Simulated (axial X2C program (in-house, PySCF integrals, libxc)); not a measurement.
## Working with the constants of RbN⁺

A bond curve at the CCSD(T) level, 2c, was computed with an in-house all-electron X2C program for linear molecules (integrals from PySCF) (basis Rb dyall-cv3z [12s13p8d4f1g], N dyall-av3z [7s7p3d2f] (cores contracted in-house)) for the state Ω = 3/2 (⟨Sz⟩ = 1.50, ⟨Lz⟩ = 0.00 at HF). Its fit gives Re = 3.3002 Å, ωe = 76.5 cm⁻¹, ωexe = 3.56 cm⁻¹ and αe = 5.748e-03 cm⁻¹; the masses are 84.9118 and 14.0031 u. Two-component means X2C with spin–orbit coupling and atomic mean-field Coulomb and Gaunt terms.

Correlated methods: 13 electrons correlated (number of frozen shells: Rb 3 s, 2 p, 1 d; N 1 s), 263 virtual spin orbitals or spinors in MP2, 90 natural virtuals in coupled cluster.

Find the reduced mass, Be and the force constant.

From the CCSD(T) values: μ = 12.0207 u. Be = 16.8576/(μ Re²) = 0.1288 cm⁻¹. k = 5.8918×10⁻⁷ μ ωe² = 0.0414 mdyn/Å.

Estimate the centrifugal constant by the Kratzer relation.

D = 4Be³/ωe² = 1.46e-06 cm⁻¹.

A Morse curve ties αe to the other constants (Pekeris). How well does that hold?

αe(Morse) = 6Be²/ωe × (√(ωexe/Be) − 1) = 5.537e-03 cm⁻¹; the CCSD(T) curve gives 5.748e-03 cm⁻¹, a ratio of 0.96.

Where do the fundamental and the first overtone lie?

ν(1←0) = ωe − 2ωexe = 69.4 cm⁻¹; ν(2←0) = 2ωe − 6ωexe = 131.6 cm⁻¹.

Occupations by symmetry block were frozen at the best pattern of an incomplete PBE0 search. CCSD and (T) use frozen natural virtuals with an MP2 correction for the truncation; (T) itself is uncorrected, so its De runs slightly low. With several unpaired electrons one determinant need not be a pure state. This is the top spin component of a Σ state; components of lower Ω are not single determinants and can lie lower. The bond is weak, and without diffuse functions and with truncated virtuals even CCSD(T) can be tens of per cent off in De.
